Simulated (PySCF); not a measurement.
**Electron correlation in N+ (nitrogen, charge +1)**

[He] 2s2 2p2, high-spin 3P determinant. Computed with PySCF 2.14 in Sapporo-DZP-2012, with scalar relativity by spin-free X2C-1e. Frozen: 1s2; 4 electrons correlated.

MP2 pair energies summed by pair of shells (mhartree):

```tsv
pair	energy	share (%)
2s-2p	-34.98	59.7
2s-2s	-17.90	30.5
2p-2p	-5.74	9.8
```

Total MP2 correlation energy: -58.62 mhartree.

Same-spin part -9.98 and opposite-spin part -48.64 mhartree; SCS-MP2 scales them by 1/3 and 6/5 to -61.70 mhartree.

```tsv
level	correlation energy (mhartree)
CCSD	-81.76
(T)	-0.87
CCSD(T)	-82.63
```

Diagnostics: T1 = 0.0064, D1 = 0.0122, largest double amplitude 0.123.

Cost of the coupled-cluster step: 0.08 s of wall time on 1 thread of Neoverse-V2 (shared host), for 4 correlated electrons.

Iterations:

```
CC2 = 0
CCSD nocc = (np.int64(3), np.int64(1)), nmo = (17, 17)
frozen orbitals [[0], [0]]
max_cycle = 100
direct = 0
conv_tol = 1e-08
conv_tol_normt = 1e-06
diis_space = 8
diis_start_cycle = 0
Init t2, MP2 energy = -0.0586221118586805
Init E_corr(UCCSD) = -0.058622111862719
cycle = 1  E_corr(UCCSD) = -0.0736957469906087  dE = -0.0150736351  norm(t1,t2) = 0.0430295
cycle = 2  E_corr(UCCSD) = -0.078444145938054  dE = -0.00474839895  norm(t1,t2) = 0.0185155
cycle = 3  E_corr(UCCSD) = -0.0818152618730782  dE = -0.00337111594  norm(t1,t2) = 0.00904912
cycle = 4  E_corr(UCCSD) = -0.0817460208775901  dE = 6.92409955e-05  norm(t1,t2) = 0.0011866
cycle = 5  E_corr(UCCSD) = -0.0817625549817727  dE = -1.65341042e-05  norm(t1,t2) = 0.000169588
cycle = 6  E_corr(UCCSD) = -0.081756560081825  dE = 5.99489995e-06  norm(t1,t2) = 2.22933e-05
cycle = 7  E_corr(UCCSD) = -0.0817590882440664  dE = -2.52816224e-06  norm(t1,t2) = 5.60837e-06
cycle = 8  E_corr(UCCSD) = -0.08175833817189  dE = 7.50072176e-07  norm(t1,t2) = 2.00741e-06
cycle = 9  E_corr(UCCSD) = -0.0817583270449999  dE = 1.11268901e-08  norm(t1,t2) = 1.76633e-07
cycle = 10  E_corr(UCCSD) = -0.0817583353697176  dE = -8.32471776e-09  norm(t1,t2) = 2.75232e-08
UCCSD converged
E(UCCSD) = -53.98724621497586  E_corr = -0.08175833536971765
UCCSD(T) correction = -0.000866057445666307
```
